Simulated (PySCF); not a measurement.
`C=C[C@H](C#N)CF`, C₅H₆FN

Molfile (atoms numbered from 1):
```
C5H6FN
     RDKit          3D

 13 12  0  0  0  0  0  0  0  0999 V2000
    2.0857    0.3501   -0.0470 C   0  0  0  0  0  0  0  0  0  0  0  0
    0.8551    0.4295    0.4197 C   0  0  0  0  0  0  0  0  0  0  0  0
   -0.3657    0.0557   -0.3806 C   0  0  2  0  0  0  0  0  0  0  0  0
   -1.2193    1.2194   -0.5069 C   0  0  0  0  0  0  0  0  0  0  0  0
   -1.8821    2.1466   -0.5787 N   0  0  0  0  0  0  0  0  0  0  0  0
   -1.1285   -1.0884    0.3071 C   0  0  0  0  0  0  0  0  0  0  0  0
   -2.0624   -1.6163   -0.5414 F   0  0  0  0  0  0  0  0  0  0  0  0
    2.9352    0.6235    0.5543 H   0  0  0  0  0  0  0  0  0  0  0  0
    2.2973    0.0083   -1.0472 H   0  0  0  0  0  0  0  0  0  0  0  0
    0.6555    0.7808    1.4229 H   0  0  0  0  0  0  0  0  0  0  0  0
   -0.0769   -0.2705   -1.3867 H   0  0  0  0  0  0  0  0  0  0  0  0
   -0.4383   -1.8982    0.5682 H   0  0  0  0  0  0  0  0  0  0  0  0
   -1.6602   -0.7400    1.1987 H   0  0  0  0  0  0  0  0  0  0  0  0
  1  2  2  0
  2  3  1  0
  3  4  1  0
  4  5  3  0
  3  6  1  0
  6  7  1  0
  1  8  1  0
  1  9  1  0
  2 10  1  0
  3 11  1  6
  6 12  1  0
  6 13  1  0
M  END
```

Level of theory: PySCF 2.14.0, GIAO BHandHLYP/pcSseg-1 magnetisability, rotational g tensor and spin-rotation constants, non-relativistic, gas phase. Geometry: GFN2-xTB.

Problem. What are the magnetisability and the molar susceptibility?

Solution. Isotropic -948 × 10⁻³⁰ J/T², or -57.1 × 10⁻⁶ cm³/mol; principal values -1074, -943, -828 × 10⁻³⁰ J/T², anisotropy 213 × 10⁻³⁰ J/T² (root of half the summed squared differences of the principal values). The susceptibility is in cgs units.

Problem. Split it along the inertial axes a, b, c into diamagnetic and paramagnetic parts about the centre of mass, with the quadrupole moment.

Solution. 
```csv
axis,χ (10⁻⁶ cm³/mol),diamagnetic (10⁻⁶ cm³/mol),paramagnetic (10⁻⁶ cm³/mol),summed x² of all electrons (Å²),quadrupole Θ (D Å)
a,-56.6,-449.0,392.3,129.6,+2.22
b,-64.5,-632.8,568.3,86.3,-11.28
c,-50.2,-915.9,865.7,19.6,+9.06
```
Anisotropies 2χaa − χbb − χcc = +1.4 and 2χbb − χaa − χcc = -22.3 × 10⁻⁶ cm³/mol. Θ is traceless in Buckingham's convention.

Problem. And the rotational g tensor?

Solution. 
```
axis  rotational constant (GHz)        g  nuclear part  electronic part
   a                     3.1244  -0.0326        0.5433          -0.5759
   b                     2.1237  -0.0064        0.5606          -0.5670
   c                     1.3703  -0.0211        0.5363          -0.5573
```
Asymmetric top; isotopes 12C, 19F, 1H, 14N; no vibrational averaging.
